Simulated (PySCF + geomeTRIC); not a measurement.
Species: H₅InN₂O, SMILES `[NH2][In]([NH2])[OH]` (charge 0, multiplicity 1).

Give a relaxed geometry from B3LYP-D3(BJ)/def2-TZVP (PySCF + geomeTRIC).

This is not unique; one that fits is the end point of this relaxation, one of several conformers (outside a Z-matrix the atoms follow the SMILES, hydrogens last).
Cartesian coordinates (Å) in one orientation:
```xyz
9

N      1.948    -0.316     0.287
In     0.039     0.224    -0.148
N     -1.649    -0.872     0.189
O     -0.157     2.171    -0.587
H      2.648     0.293    -0.118
H      2.198    -1.275     0.086
H     -1.544    -1.874     0.100
H     -2.457    -0.588    -0.351
H     -1.073     2.463    -0.628
```
